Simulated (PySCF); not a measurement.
## Correlation energy of Au²⁺ (gold, charge +2)

[Xe] 4f14 5d9, 2D determinant. Computed with PySCF 2.14 in x2c-TZVPPall with one added diffuse shell each of s, p, d, f type (12s8p8d4f1g, 113 functions), with the spin-free X2C one-electron Hamiltonian (Gaussian nucleus). Frozen: [Kr] 4d10 4f14; 17 electrons correlated.

MP2 pair energies summed by pair of shells (mhartree):

| pair | energy | share (%) |
| --- | --- | --- |
| 5d-5d | -243.12 | 52.3 |
| 5p-5d | -140.42 | 30.2 |
| 5p-5p | -36.74 | 7.9 |
| 5s-5d | -24.03 | 5.2 |
| 5s-5p | -17.60 | 3.8 |
| 5s-5s | -2.94 | 0.6 |

Total MP2 correlation energy: -464.85 mhartree.

Same-spin part -150.86 and opposite-spin part -314.00 mhartree; SCS-MP2 scales them by 1/3 and 6/5 to -427.08 mhartree.

This basis was not built for core-valence correlation, so the inner-shell part is incomplete.
